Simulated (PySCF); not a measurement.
2-fluoropenta-1,4-diene (C₅H₇F), SMILES C=CCC(=C)F.

Geometry optimised at PBE0-D3(BJ)/def2-SVP. The values are those of a single conformer.

Two levels are set side by side: PBE/def2-TZVP (PySCF) and HF/def2-TZVP (PySCF). Same geometry, gas phase. Differences are taken from unrounded values.

```json
[
 {"quantity": "orbital gap (eV)", "HF": "13.54"},
 {"quantity": "highest occupied level (eV)", "HF": "-9.96"},
 {"quantity": "lowest empty level (eV)", "HF": "3.58"},
 {"quantity": "dipole moment (D)", "HF": "1.60"},
 {"quantity": "mean polarisability (bohr³)", "HF": "60.6"}
]
```

Problem. What does PBE give, and how far is it from HF? (The exact figures need the calculation; the answer reports its results.)

Solution. 
| quantity | PBE | PBE minus HF |
|---|---|---|
| orbital gap (eV) | 4.99 | -8.55 |
| highest occupied level (eV) | -6.16 | 3.80 |
| lowest empty level (eV) | -1.17 | -4.75 |
| dipole moment (D) | 1.30 | -0.30 |
| mean polarisability (bohr³) | 63.6 | 3.0 |

PBE's occupied levels lie high since its potential decays too fast outside the molecule; exact exchange lowers them and widens the gap. Loosely held outer electrons make PBE densities more polarisable. Differences between two approximate levels are no errors against the true value.

Rough cost on one machine, each run with all the roots and properties that it gave: HF against PBE about 1/3.
